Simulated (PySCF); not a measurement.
Dipole moment and polarisability of `N#C[C@H]1C/C(=C\F)[SiH2]1`

Compound: C5H6FNSi.
Numbering: `[N:1]#[C:2][C@H:3]1[CH2:4]/[C:5](=[CH:6]\[F:7])[SiH2:8]1` (hydrogens: H9 on C3; H10, H11 on C4; H12 on C6; H13, H14 on Si8)

Geometry (GFN2-xTB, Å), atoms numbered from 1 in this order:
```xyz
14
C5H6FNSi angstrom
N      3.2015   -1.0633    0.8570
C      2.3018   -0.7045    0.2451
C      1.1662   -0.2391   -0.4747
C     -0.1447   -0.9902   -0.1277
C     -0.9728    0.1913    0.3185
C     -2.2427    0.2164    0.6753
F     -3.0124   -0.8904    0.6906
Si     0.4196    1.4509    0.1346
H      1.3962   -0.2683   -1.5410
H     -0.0053   -1.7150    0.6764
H     -0.5762   -1.5148   -0.9804
H     -2.7956    1.0920    0.9826
H      0.9839    1.9839    1.3686
H      0.2798    2.4504   -0.9215
```

Level: B3LYP/def2-SVPD (PySCF), static field, nuclei fixed, core orbitals frozen in the response. The polarisability tensor in these axes (au):

```
x   110.03  -3.81  -0.15
y    -3.81  85.60  -1.21
z    -0.15  -1.21  68.84
```

Question: Diagonalise the tensor; give its mean and Δα, where Δα² is half the sum of the squared differences of the eigenvalues.

Answer: Principal values 68.75, 85.11 and 110.61 au; mean 88.15 au = 13.06 Å³ = 14.53 × 10⁻⁴⁰ C²·m²/J; Δα = 36.54 au (41 % of the mean).

Question: What is the dipole moment, and where does it point?

Answer: (-2.82, 2.73, -1.90) D, 4.36 D in size, pointing from the negative to the positive side. Measured along this direction, the outermost atoms are N1 at the negative end and H12 at the positive end.

Question: Rayleigh depolarisation ratio (linearly polarised light, static tensor)?

Answer: ρ = 3Δα²/(45ᾱ² + 4Δα²) = 4004.6/(349701 + 5339.4) = 0.0113.

Question: Find the Langevin capture rate constant for O2+ (31.990 u) meeting this molecule (127.025 u), k = 2.342 × 10⁻⁹ cm³/s × √(α in Å³ / reduced mass in u).

Answer: The reduced mass is 25.55 u, so k = 1.67 × 10⁻⁹ cm³/s. The formula leaves out the permanent dipole, which adds to the capture rate.

Question: Form Σ f/ω² (atomic units) for the 8 lowest TDDFT singlets, given as eV and f, and set it beside the mean polarisability, which is this sum over all singlets: 5.76, 0.0027; 6.21, 0.0271; 6.39, 0.1359; 6.50, 0.0875; 6.51, 0.0942; 6.81, 0.0029; 6.89, 0.0220; 6.92, 0.0069.

Answer: They add up to 6.72 au, 7.6 % of the 88.15 au; the largest single term is 2.47 au, from the state at 6.39 eV. Terms in order: 0.06, 0.52, 2.47, 1.53, 1.65, 0.05, 0.34, 0.11 au. Higher excitations give the rest. The strengths listed sum to 0.379.

Geometry: GFN2-xTB; no solvent, vibrations or thermal averaging.

The run behind these numbers computed excited states as well. Time: 69 s; peak memory 0.84 GiB. Hardware: one thread, Arm Neoverse N1 (aarch64), no GPU (shared host).
